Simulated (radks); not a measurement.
Values are calculated unless marked as measured or tabulated.
Excited configurations of Mg V: one electron is placed in a higher orbital outside [He] 2s2 2p3. The ground configuration is [He] 2s2 2p4. Level of theory: Dirac Kohn-Sham, BLYP, spin-unpolarised, spherical densities, finite nucleus; open shells fill j = l - 1/2 first; Fermi nuclear charge, rms radius 3.057 fm (a radial shooting solver on a logarithmic mesh with Libxc functionals). Excitation = E - E(ground); binding = E(ion) - E, where the ion is the core of charge +5; n* = 5/sqrt(2 binding) in atomic units, and the quantum defect is n - n*.

outer orbital  excitation (eV)  binding (eV)     n*  <r> (bohr)
3d3/2                   105.85        40.450  2.900       1.906
4d3/2                   123.23        23.072  3.840       3.875
4f5/2                   125.03        21.278  3.998       3.563
5p1/2                   129.81        16.499  4.541       6.102
7s1/2                   137.61         8.691  6.256       12.00

The Delta-SCF ionisation energy is 146.30 eV (NIST Atomic Spectra Database: 141.33 eV, semi-empirical). Self-interaction in the functional shifts the binding energies and quantum defects, so they are the method's values and not measured ones. Spin polarisation and multiplet splitting are left out, so open shells lie too high by an amount that depends on their filling.

Beside tabulated values, note that spin-unpolarised runs miss the spin-polarisation part of the exchange energy of open shells.
